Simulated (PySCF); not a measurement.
Isomers of C7H15F. The calculation used PBE0-D3(BJ)/def2-SVP geometry optimisation, gas phase in PySCF. One conformer each; no zero-point energy, no entropy. No frequencies were run at this level. Point groups hold within 0.08 Å.

Question: Rank from lowest to highest electronic energy at this level (kJ/mol).
A. `[CH3:1][CH2:2][CH:3]([CH2:4][CH3:5])[C@@H:6]([CH3:7])[F:8]` with C1–C2–C3–C4 -59°, C2–C3–C4–C5 -63°, C2–C3–C6–C7 -176°
B. `[CH3:1][CH:2]([CH3:3])[C:4]([CH3:5])([CH3:6])[CH2:7][F:8]` with C1–C2–C4–C5 172°, C2–C4–C7–F8 174°
C. `[CH3:1][CH2:2][C:3]([F:4])([CH2:5][CH3:6])[CH2:7][CH3:8]` with C1–C2–C3–F4 -60°, C2–C3–C5–C6 176°, C2–C3–C7–C8 64°
D. `[CH3:1][CH:2]([CH3:3])[CH:4]([F:5])[CH:6]([CH3:7])[CH3:8]` with C1–C2–C4–F5 -56°, C2–C4–C6–C7 57°
E. `[CH3:1][CH2:2][C:3]([CH3:4])([CH3:5])[CH2:6][CH2:7][F:8]` with C1–C2–C3–C4 -178°, C2–C3–C6–C7 -57°, C3–C6–C7–F8 -179°

Answer: C (0.0), D (6.8), A (16.0), B (29.6), E (33.3).

As drawn, the highest has a quaternary carbon, which the lowest lacks. Neighbours under 10 kJ/mol apart (CCC(F)(CC)CC and CC(C)C(F)C(C)C; CC(C)C(F)C(C)C and CCC(CC)[C@@H](C)F; CC(C)C(C)(C)CF and CCC(C)(C)CCF) can change places with a better method, another conformer or zero-point energy.

```tsv
SMILES	E (Eh)	E rel (kJ/mol)	dipole (D)	point group	A, B, C (MHz)
CCC(F)(CC)CC	-374.94435	0.0	1.66	Cs	2403, 1598, 1243
CC(C)C(F)C(C)C	-374.94176	6.8	1.60	C1	2862, 1378, 1159
CCC(CC)[C@@H](C)F	-374.93826	16.0	1.71	C1	2260, 1534, 1051
CC(C)C(C)(C)CF	-374.93309	29.6	1.67	C1	2862, 1418, 1229
CCC(C)(C)CCF	-374.93167	33.3	1.91	C1	2424, 1290, 1075
```

Question: How do the relative energies change in single points at PBE0/pcSseg-1 (no added dispersion term) on the same geometries?

Answer: 
```tsv
SMILES	PBE0-D3(BJ)/def2-SVP (kJ/mol)	PBE0/pcSseg-1 (kJ/mol)	shift
CCC(F)(CC)CC	0.0	0.0	0.0
CC(C)C(F)C(C)C	6.8	5.4	-1.4
CCC(CC)[C@@H](C)F	16.0	15.9	-0.1
CC(C)C(C)(C)CF	29.6	29.0	-0.6
CCC(C)(C)CCF	33.3	31.5	-1.8
```

Each column counts from its own lowest isomer. The order is unchanged; the largest shift is 1.8 kJ/mol.

Question: As an exercise, what shares would exp(−E/RT) give at 298.15 K from these electronic energies alone (no entropy, no degeneracies)?

Answer: RT = 2.479 kJ/mol: CCC(F)(CC)CC 93.8 %, CC(C)C(F)C(C)C 6.0 %, CCC(CC)[C@@H](C)F 0.1 %, CC(C)C(C)(C)CF under 0.1 %, CCC(C)(C)CCF under 0.1 %.
